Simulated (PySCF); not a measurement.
ReF3, SMILES [F][Re]([F])[F] (connectivity only; charge and spin as stated), neutral, multiplicity 3. Atoms are numbered in the order given.

```xyz
4

Re     0.0000     0.0000     0.0000
F     -1.8308     0.0000     0.0000
F      0.9154     1.5855     0.0000
F      0.9154    -1.5855     0.0000
```
Charge 0, spin multiplicity 3.

Coordinates come from a PBE-D3(BJ)/def2-TZVP optimisation. The spin state was assumed, not searched. The def2 effective core potentials stand for the cores of Re; spin–orbit coupling is left out.

Level of theory: PBE/def2-TZVPD run with PySCF.

Mulliken values depend strongly on the basis, most of all with diffuse functions as here. ESP charges are fitted to the potential on shells at 1.4 to 2.0 van der Waals radii. Atomic charges (e):

```csv
atom,Mulliken,ESP fit,Mulliken spin
Re1,1.08,___,1.92
F2,-0.36,___,0.03
F3,-0.36,___,0.03
F4,-0.36,___,0.03
```

### Question
Some entries are withheld; supply them. (An estimate is asked for; the answer gives what the named calculation found.)

### Answer

- Re1, ESP fit: 0.14
- F2, ESP fit: -0.05
- F3, ESP fit: -0.05
- F4, ESP fit: -0.05
